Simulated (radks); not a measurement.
All-electron atom: Eu XXIV in [Kr] 4d4 (the NIST ground configuration).

All-electron calculation, scalar-relativistic Kohn-Sham, SCAN, spin-unpolarised, spherical densities, finite nucleus; meta-GGA in the generalised Kohn-Sham scheme; Fermi nuclear charge, rms radius 5.1115 fm. Program: a radial shooting solver on a logarithmic mesh with Libxc functionals.

Energy parts (hartree):
| part | energy |
|---|---|
| total | -10615.3143 |
| kinetic | 11389.1429 |
| electron-nucleus | -24829.7627 |
| Hartree | 3042.4393 |
| exchange-correlation | -217.1337 |

Orbitals (lengths in bohr, moments of r in powers of bohr; r(max) is where P^2 peaks):
orbital  occ.  eigenvalue (hartree)   r(max)      <r^2>
1s          2             -1805.461  0.01420  0.0006794
2s          2             -318.6123  0.08046    0.01067
2p          6             -286.5158  0.06514   0.008586
3s          2             -89.72091   0.2279    0.07012
3p          6             -79.65076   0.2235    0.07013
3d         10             -66.32400   0.1832    0.05878
4s          2             -35.49176   0.5096     0.3152
4p          6             -31.89254   0.5253     0.3391
4d          4             -26.91998   0.5299     0.3599

The highest occupied level is 4d at -732.53 eV. Summed over all electrons, <r^2> = 5.328 bohr^2, which gives a Langevin (diamagnetic) susceptibility term of -4.22 x 10^-6 cm^3/mol. The electron density at the nucleus is 6.056e+05 e/bohr^3 (large components only). The density falls to 0.001 e/bohr^3 at r = 1.42 bohr.
